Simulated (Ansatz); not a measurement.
System: C4H7Cl2, net charge 0, doublet state. It need not be the lowest isomer of its formula. SMILES: [CH](Cl)C[C@@H](Cl)C
Coordinates optimised at B3LYP-D3(BJ)/def2-TZVP (Ansatz, a first-principles code):
```xyz
13

C     -2.4075     0.6076     0.3975
C     -1.0315     0.1406    -0.0291
C      0.0491     0.4353     1.0193
C      1.4285     0.0816     0.6144
Cl     2.1971     1.0101    -0.6075
Cl    -1.0734    -1.6508    -0.3642
H     -2.3959     1.6903     0.5459
H     -3.1517     0.3714    -0.3616
H     -2.7060     0.1332     1.3333
H     -0.7468     0.5863    -0.9801
H     -0.1989    -0.1022     1.9379
H     -0.0077     1.5077     1.2380
H      1.8709    -0.8854     0.7924
```
Charge 0, spin multiplicity 2.

Parts of the frozen-core correlation energy in 6-31G (Ansatz, hartree). Frozen orbitals: 14; correlated occupied orbitals by spin: 19 and 18; virtual: 43 and 44. UHF or UKS for open shells. Spin-orbit coupling is left out. No relativistic terms.

```
term                             value
-------------------------  -----------
reference (HF)             -1074.36624
MP2 opposite-spin             -0.32980
MP2 same-spin                        …
CCSD correlation                     …
(T)                                  …
T1 diagnostic                    0.011
largest doubles amplitude        0.043
<S^2> of the reference           0.766
```

Q: Some entries are withheld; supply them.

A: 
- MP2 same-spin, value: -0.09638
- CCSD correlation, value: -0.48465
- (T), value: -0.01191
